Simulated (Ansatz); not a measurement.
Reaction (formal exchange of groups at the Si–C bond): `B[SiH2]C#N` + `OC(F)CF` → `B[SiH2]C(O)F` + `N#CCF`

Program: Ansatz. Geometries: PBE0-D4/def2-TZVP. ΔE: electronic, gas phase. CBS: MP2 limit from def2 TZ/QZ plus the TZ coupled-cluster correction, frozen cores. DFT in def2-TZVPP. One conformer a species, not always the lowest.

```
       species  PBE-D4 energy (Eh)
  `B[SiH2]C#N`          -409.29212
     `OC(F)CF`          -353.31272
`B[SiH2]C(O)F`          -530.76093
       `N#CCF`          -231.81646
```

(1) Work out ΔE.

Largest T1 diagnostic among the species: 0.013.

Results:

(1) ΔE = (-530.76093) + (-231.81646) − (-409.29212) − (-353.31272) = 0.02745 Eh = +17.2 kcal/mol. CCSD(T)/CBS gives +20.9 kcal/mol.

Leaving LDA and LC-ωPBE aside and taking each functional with its dispersion term where it has one, the values, not all of them listed here, spread over 3.6 kcal/mol, from revPBE-D4 to PBE-QIDH. From PBE to PBE0 (25 % exact exchange), in def2-TZVPP and without D4, ΔE moves by +1.5 kcal/mol. In def2-TZVPP, CCSD(T) changes the Hartree–Fock value by −1.6 kcal/mol (the triples alone add −0.1 kcal/mol) and MP2 by −1.2 kcal/mol.
